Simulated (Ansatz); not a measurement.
C3H6AuN, charge -1, doublet, geometry from GFN2-xTB (such geometries of metal compounds can be far from the true shape) (the multiplicity is a formal guess) (core potentials on Au) (a gas-phase anion, which may not be bound at this level); HF/def2-SVP (Ansatz, an electronic-structure program).

Here is a job for Ansatz.
Ansatz 0.2 input:
```yaml
crystal:
  periodic: [false, false, false]
  atoms:
    - {symbol: Au, position_ang: [0.34171143, 0.05507365, -0.33703847]}
    - {symbol: C, position_ang: [1.69981826, 0.54047931, -1.83234399]}
    - {symbol: H, position_ang: [2.59589301, -0.09487127, -1.83550291]}
    - {symbol: H, position_ang: [2.08123020, 1.56807971, -1.76832366]}
    - {symbol: H, position_ang: [1.28739199, 0.45357164, -2.84633168]}
    - {symbol: C, position_ang: [-2.61680380, -0.72151647, 2.75728783]}
    - {symbol: N, position_ang: [-1.91917145, 0.00814549, 1.70604424]}
    - {symbol: C, position_ang: [-0.92838272, -0.42548863, 1.07705401]}
    - {symbol: H, position_ang: [-2.58700067, -0.13211063, 3.68165130]}
    - {symbol: H, position_ang: [-2.19777157, -1.72115018, 2.96929065]}
    - {symbol: H, position_ang: [-3.66853661, -0.84220084, 2.47095867]}
basis:
  gaussian:
    orbitals: def2-SVP
hamiltonian:
  xc: hf
total_charge: -1
magnetization: {spin_polarized: true, initial_magnetization: 1}
```

It wrote (shortened):

```
Functional definition: HF
1220 factors; integrals over basis functions are off by at most 1.5e-3 eV
mean field evaluation 1: about -8328.0285 eV, gradient 1.8e1 eV
mean field evaluation 2: about -8328.0449 eV, gradient 1.8e1 eV
mean field evaluation 4: about -8330.4923 eV, gradient 4.1e0 eV
mean field evaluation 8: about -8330.6518 eV, gradient 3.0e-1 eV
mean field evaluation 16: about -8330.6629 eV, gradient 2.4e-5 eV
mean field evaluation 32: about -8330.6113 eV, gradient 7.1e-1 eV
mean field -8330.66293082 eV, -306.1462159817 hartree, gradient 2.4e-5 eV, S^2 0.791512; 0 other end points of the search recorded, 0 dependent functions left out
reference -8330.66293082 eV, -306.1462159817 hartree; 26, 25 occupied and 92, 93 virtual orbitals, 1220 factors
Total energy: -8330.66293082 eV, -306.1462159817 hartree
```
